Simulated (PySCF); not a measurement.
**Worked example: entropy of an ideal gas**

C4H3FOS, SMILES Oc1scc(F)c1.

Geometry optimised at ωB97X-D3(BJ)/def2-SVP. The values are those of a single conformer.

ωB97X-D3(BJ)/def2-SVP (PySCF) gives the harmonic wavenumbers 168, 229, 295, 321, 446, 526, 553, 578, 633, 729, 742, 817, 887, 1005, 1147, 1178, 1226, 1336, 1494, 1619, 1701, 3278, 3304, 3890 cm⁻¹ and the rotational temperatures 0.2064, 0.0877, 0.0615 K. The molar mass is 118.13 g/mol, the symmetry number 1, the spin multiplicity 1.

Problem. Work out the entropy at 298.15 K and 1 atm in the rigid-rotor, harmonic-oscillator model.

Solution. 
Translation (Sackur–Tetrode at 1 atm): S = R[1.5 ln M + 2.5 ln T − 1.16487] = 168.3 J/(mol K).
Rotation: q = (√π/σ) T^1.5/√(θA θB θC) = 273000, S = R[ln q + 3/2] = 116.6 J/(mol K).
Vibration: with u = 1.4388 ν/T, each mode gives R[u/(e^u − 1) − ln(1 − e^−u)]:
```json
[
 {"ν (cm⁻¹)": "168", "modes": "1", "u": "0.81", "S (J/(mol K))": "10.28"},
 {"ν (cm⁻¹)": "229", "modes": "1", "u": "1.11", "S (J/(mol K))": "7.89"},
 {"ν (cm⁻¹)": "295", "modes": "1", "u": "1.42", "S (J/(mol K))": "6.05"},
 {"ν (cm⁻¹)": "321", "modes": "1", "u": "1.55", "S (J/(mol K))": "5.46"},
 {"ν (cm⁻¹)": "446", "modes": "1", "u": "2.15", "S (J/(mol K))": "3.38"},
 {"ν (cm⁻¹)": "526", "modes": "1", "u": "2.54", "S (J/(mol K))": "2.49"},
 {"ν (cm⁻¹)": "553", "modes": "1", "u": "2.67", "S (J/(mol K))": "2.25"},
 {"ν (cm⁻¹)": "578", "modes": "1", "u": "2.79", "S (J/(mol K))": "2.05"},
 {"ν (cm⁻¹)": "633", "modes": "1", "u": "3.05", "S (J/(mol K))": "1.66"},
 {"ν (cm⁻¹)": "729", "modes": "1", "u": "3.52", "S (J/(mol K))": "1.14"},
 {"ν (cm⁻¹)": "742", "modes": "1", "u": "3.58", "S (J/(mol K))": "1.09"},
 {"ν (cm⁻¹)": "817", "modes": "1", "u": "3.94", "S (J/(mol K))": "0.81"},
 {"ν (cm⁻¹)": "887", "modes": "1", "u": "4.28", "S (J/(mol K))": "0.62"},
 {"ν (cm⁻¹)": "1005", "modes": "1", "u": "4.85", "S (J/(mol K))": "0.38"},
 {"ν (cm⁻¹)": "1147", "modes": "1", "u": "5.54", "S (J/(mol K))": "0.22"},
 {"ν (cm⁻¹)": "1178", "modes": "1", "u": "5.68", "S (J/(mol K))": "0.19"},
 {"ν (cm⁻¹)": "1226", "modes": "1", "u": "5.92", "S (J/(mol K))": "0.16"},
 {"ν (cm⁻¹)": "1336", "modes": "1", "u": "6.45", "S (J/(mol K))": "0.10"},
 {"ν (cm⁻¹)": "1494", "modes": "1", "u": "7.21", "S (J/(mol K))": "0.05"},
 {"ν (cm⁻¹)": "1619", "modes": "1", "u": "7.81", "S (J/(mol K))": "0.03"},
 {"ν (cm⁻¹)": "1701", "modes": "1", "u": "8.21", "S (J/(mol K))": "0.02"}
]
```
The stiffer modes add less than 0.005 each. Sum 46.3 J/(mol K).
Spin: R ln 1 = 0.0 J/(mol K).
Total 331.1 J/(mol K); the program's own thermochemistry gives 331.1. Translation makes up 51 % and vibration 14 %. Anharmonicity, hindered rotation and orbital degeneracy are left out.
